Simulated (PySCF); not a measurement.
Two species compared at the same levels of theory.

First species: B(PH3)Cl3.
Cartesian coordinates in Å at the PBE0-D3(BJ)/def2-SVP level; atoms count from 1:
```xyz
8
BCl3H3P angstrom
B      0.0168   -0.0121   -1.0823
P      0.0276   -0.0186    0.9284
H      0.6790    1.0791    1.5357
H      0.6397   -1.1263    1.5592
H     -1.2498    0.0081    1.5330
Cl     1.7784   -0.0482   -1.5486
Cl    -0.8405    1.5496   -1.4838
Cl    -0.9131   -1.5173   -1.5253
```

Second species: C₄H₉BrGe.
Z-matrix (Å and degrees, PBE0-D3(BJ)/def2-SVP geometry), rows numbered from 1:
```
Br
Ge  1  2.3233
C   2  1.9467  1  106.73
C   3  1.5502  2  115.52  1   -47.99
C   4  1.5425  3   89.56  2   111.30
C   5  1.5424  4   90.26  3     7.26
H   2  1.5395  1  105.83  3  -120.69
H   2  1.5392  1  106.11  3   120.96
H   3  1.1027  2  106.37  1  -176.52
H   4  1.1000  3  112.84  2  -132.55
H   4  1.1011  3  116.50  2    -6.82
H   5  1.0997  4  116.03  3   126.55
H   5  1.0994  4  112.69  3  -107.64
H   6  1.1013  3  116.69  2     7.38
H   6  1.1002  3  112.67  2   132.91
```

Levels: wB97X-D/def2-SVPD for dipole moment, HOMO energy, LUMO energy, HOMO–LUMO gap, static isotropic polarisability and electronic spatial extent ⟨r²⟩ about the centre of nuclear charge; TDDFT wB97X-D/def2-SVPD for lowest singlet excitation; TDA wB97X-D/def2-SVPD for lowest triplet excitation (Tamm–Dancoff); PBE0-D3(BJ)/def2-SVP for rotational constant A and rotational constant C. Geometries: PBE0-D3(BJ)/def2-SVP. All species are isolated and taken at one optimised geometry, non-relativistic unless stated. Electronic properties by PySCF.

The conformers computed, where there is a choice (atom-mapped SMILES and torsion angles):
- `[Br:1][GeH2:2][CH:3]1[CH2:4][CH2:5][CH2:6]1`: Br1–Ge2–C3–C4 -48°

```csv
property,column X,column Y
dipole moment,2.60 D,5.80 D
HOMO energy,-9.62 eV,-10.14 eV
LUMO energy,1.18 eV,1.26 eV
HOMO–LUMO gap,10.80 eV,11.40 eV
lowest singlet excitation,6.32 eV,7.27 eV
lowest triplet excitation (Tamm–Dancoff),5.94 eV,6.67 eV
static isotropic polarisability,95.8 au,82.9 au
electronic spatial extent ⟨r²⟩ about the centre of nuclear charge,1377 bohr²,1030 bohr²
rotational constant A,2.054 GHz,1.539 GHz
rotational constant C,0.825 GHz,1.510 GHz
```

Problem. Which column belongs to which species?

Solution. Column X is the second species and column Y the first. The first has 8 atoms and 74 electrons, the second 15 and 100.

Problem. How does each property change from the first species to the second?

Solution. dipole moment -3.20 D; HOMO energy +0.52 eV; LUMO energy -0.08 eV; HOMO–LUMO gap -0.60 eV; lowest singlet excitation -0.95 eV; lowest triplet excitation (Tamm–Dancoff) -0.73 eV; static isotropic polarisability +12.9 au; electronic spatial extent ⟨r²⟩ about the centre of nuclear charge +347 bohr²; rotational constant A +0.515 GHz; rotational constant C -0.685 GHz.

On the first: The dipole matches unit charges of opposite sign 1.21 Å apart (1 e·Å = 4.8032 D). Point group C3v permits a dipole; with 5.80 D the species has a pure rotational spectrum.

On the second: In wavenumbers S1 is 51000 cm⁻¹ (1 eV = 8065.54 cm⁻¹). No computed singlet falls in the visible range (750 to 380 nm, 1.65 to 3.26 eV); S1 lies 3.06 eV above its blue end. Relativistic effects, spin–orbit coupling among them, are left out although an element past zinc is present.
